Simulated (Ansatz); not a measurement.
`C[CH2][Mg][F]` + NH₃ → `C[CH2][Mg][NH2]` + H–F at 700 K and 1 bar (ligand exchange at a Mg–F bond).

Gas-phase electronic energies from Ansatz, PBE0-D4/def2-TZVP geometries. CCSD(T)/CBS is the MP2 limit (def2-TZVPP, def2-QZVPP) plus CCSD(T) − MP2 in def2-TZVPP, frozen cores. This one scheme is used for every species. For Mg outer-core shells are correlated without core-valence functions, which leaves a few kJ/mol of doubt a bond. Each species was taken in one conformer, which may not be the lowest.

| species | CCSD(T)/CBS energy (Eh) | H − E (kJ/mol) | S (J/(mol·K)) |
| --- | --- | --- | --- |
| `C[CH2][Mg][F]` | -378.86278 | 236.7 | 416.7 |
| NH₃ | -56.50880 | 116.9 | 226.5 |
| `C[CH2][Mg][NH2]` | -334.92798 | 307.9 | 473.8 |
| H–F | -100.39570 | 45.2 | 198.5 |

H − E and S are ideal-gas, rigid-rotor, harmonic terms from PBE0-D4/def2-TZVP, for one conformer and one mirror image of each species. 1 Eh = 2625.50 kJ/mol, R = 8.31446 J/(mol·K).

Problem. By hand: ΔE, ΔH, ΔS and ΔG.

Solution. ΔE = (-334.92798) + (-100.39570) − (-378.86278) − (-56.50880) = 0.04790 Eh = 125.8 kJ/mol. Δ(H − E) = 307.9 + 45.2 − 236.7 − 116.9 = -0.5, so ΔH = 125.3 kJ/mol. ΔS = 473.8 + 198.5 − 416.7 − 226.5 = 29.1 J/(mol·K). ΔG = 125.3 − 700 × (29.1)/1000 = 104.9 kJ/mol.

Problem. By hand: the equilibrium constant, and the temperature at which ΔG would vanish if ΔH and ΔS stayed fixed.

Solution. log₁₀ K = −ΔG/(RT ln 10) = -7.8. ΔG = 0 at ΔH/ΔS = 4306 K, far beyond where these terms or the molecules hold.

ΔH outweighs TΔS. A doubt of 5 kJ/mol in ΔE shifts log₁₀ K by 0.4 here. Other conformers and mirror images would add mixing entropy, several J/(mol·K) or more a flexible species. Modes under 60 cm⁻¹, often nearly free rotors, make the harmonic entropy too high. These are equilibria of isolated gas molecules and say nothing of rates. Largest T1 diagnostic: 0.010 (customary marks: 0.02 for closed shells, 0.045 for open ones).
